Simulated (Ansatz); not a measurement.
`B[SiH](B)F` + H₂O → `BO` + `B[SiH2]F` at 298.15 K and 1 bar (formal hydrolysis of a B–Si bond).

Gas-phase electronic energies from Ansatz, PBE0-D4/def2-TZVP geometries. CBS: MP2 limit from def2 TZ/QZ plus the TZ coupled-cluster correction, frozen cores. This one scheme is used for every species.

```json
{"species": "`B[SiH](B)F`", "CCSD(T)/CBS energy (Eh)": "-441.44960", "H − E (kJ/mol)": "154.8", "S (J/(mol·K))": "328.7"}
{"species": "H₂O", "CCSD(T)/CBS energy (Eh)": "-76.37941", "H − E (kJ/mol)": "66.4", "S (J/(mol·K))": "188.7"}
{"species": "`BO`", "CCSD(T)/CBS energy (Eh)": "-101.80414", "H − E (kJ/mol)": "103.5", "S (J/(mol·K))": "230.4"}
{"species": "`B[SiH2]F`", "CCSD(T)/CBS energy (Eh)": "-416.08532", "H − E (kJ/mol)": "118.3", "S (J/(mol·K))": "289.1"}
```

H − E and S are ideal-gas, rigid-rotor, harmonic terms from PBE0-D4/def2-TZVP. 1 Eh = 2625.50 kJ/mol, R = 8.31446 J/(mol·K).

Q: By hand: ΔE, ΔH, ΔS and ΔG.

A: ΔE = (-101.80414) + (-416.08532) − (-441.44960) − (-76.37941) = -0.06045 Eh = -158.7 kJ/mol. Δ(H − E) = 103.5 + 118.3 − 154.8 − 66.4 = 0.6, so ΔH = -158.1 kJ/mol. ΔS = 230.4 + 289.1 − 328.7 − 188.7 = 2.1 J/(mol·K). ΔG = -158.1 − 298.15 × (2.1)/1000 = -158.7 kJ/mol.

Q: By hand: the equilibrium constant, and the temperature at which ΔG would vanish if ΔH and ΔS stayed fixed.

A: log₁₀ K = −ΔG/(RT ln 10) = 27.8. ΔH and −TΔS have one sign here, so there is no such temperature.

The number of gas molecules stays the same, so ΔS is small and ΔH decides. A doubt of 5 kJ/mol in ΔE shifts log₁₀ K by 0.9 here. These are equilibria of isolated gas molecules and say nothing of rates. Largest T1 diagnostic: 0.014 (customary marks: 0.02 for closed shells, 0.045 for open ones).

ΔS is within the doubt of such terms, so its sign, and with it that verdict, could turn.
